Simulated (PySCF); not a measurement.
Bonds (- single, = double, # triple, : aromatic): C1-C2, C2-Cl3, C2-C4, C4=C5, C5-O6, O6-Si7, C4-O8, O8-Si9. C1 carries H10, H11, H12; C2 carries H13; C5 carries H14; Si7 carries H15, H16, H17; Si9 carries H18, H19, H20. Stereochemistry as in C[C@H](Cl)/C(=C/O[SiH3])O[SiH3].

[PySCF 2.14: shielding tensors at PBE0/pcSseg-1 (GIAO); coordinates at the GFN2-xTB level; averaged over atoms made equivalent by symmetry, fast rotation or ring inversion; one conformer; non-relativistic Hamiltonian; in vacuum]

Q: List the cross peaks expected in HSQC, COSY and HMBC spectra.

A: 

HSQC (one-bond C–H):
```
                δH          δC
        6.15 (H14)  134.5 (C5)
        4.57 (H13)   61.2 (C2)
1.69 (H10/H11/H12)   22.8 (C1)
```

COSY cross peaks (H two or three bonds apart, from the bond graph; peaks can be absent where the dihedral angle is near 90°):
```
        δH                  δH
4.57 (H13)  1.69 (H10/H11/H12)
```

HMBC (two and three bonds, from the bond graph):
```
                δH                                 δC
        6.15 (H14)              142.9 (C4), 61.2 (C2)
5.16 (H15/H16/H17)                         134.5 (C5)
5.13 (H18/H19/H20)                         142.9 (C4)
        4.57 (H13)  142.9 (C4), 134.5 (C5), 22.8 (C1)
1.69 (H10/H11/H12)              142.9 (C4), 61.2 (C2)
```

Scale: 1H (σref 31.72) and 13C (σref 186.93) vs TMS (reference shieldings calculated alike).

Short H···H contacts in this conformer between protons four or more bonds apart (candidates for NOE cross peaks, intensity ∝ r⁻⁶): H12···H14 2.29 Å, H13···H19 2.55 Å.

Carbons that carry Cl, above all several Cl atoms, come out too deshielded, partly because spin–orbit coupling is missing. Shifts are as computed. Against solution values, carbons near 30 ppm lie about +3 ppm off and those near 130 ppm about +5 ppm; carbons on Cl a further +6 ppm. Of 1211 compounds with measured shifts, 218 miss one by over three times the rms of a fit or turn the order of signals round; such compounds aren't used in these exercises.
